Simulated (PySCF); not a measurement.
FGaH₂. Atoms are numbered in the order given.

```xyz
4

Ga     0.0000     0.0000     0.3496
H      0.0000     1.4259     0.9729
H      0.0000    -1.4259     0.9729
F      0.0000     0.0000    -1.4205
```
Charge 0, spin multiplicity 1.

Geometry optimised at B3LYP-D3(BJ)/def2-TZVP.

Vertical ionisation energy (IE) and electron affinity (EA) in eV. Rows of orbital energies are one-electron estimates. Where ΔSCF, EOM or ADC give a negative EA the extra electron is unbound and the value depends on the basis.

```json
[
 {"level": "−ε(HOMO), −ε(LUMO), CAM-B3LYP/def2-TZVPD (PySCF)", "IE": "___", "EA": "___"},
 {"level": "−ε(HOMO), −ε(LUMO), PBE/def2-TZVPD (PySCF)", "IE": "7.60", "EA": "2.49"},
 {"level": "ADC(2)/aug-cc-pVDZ (PySCF)", "IE": "11.19", "EA": "-0.06"}
]
```

### Question
What belongs in the gaps? (The exact figures need the calculation; the answer reports its results.)

### Answer

- −ε(HOMO), −ε(LUMO), CAM-B3LYP/def2-TZVPD (PySCF), IE: 10.45
- −ε(HOMO), −ε(LUMO), CAM-B3LYP/def2-TZVPD (PySCF), EA: 0.83

### Question
Beyond the first one, list the lowest photoelectron lines from ADC(2)/aug-cc-pVDZ in PySCF with their pole strengths (two spins summed). (Estimate from the structure and the level; the computed values follow.)

### Answer
12.14 eV (1.72), 12.62 eV (1.77), 12.91 eV (1.81), 15.98 eV (1.83).
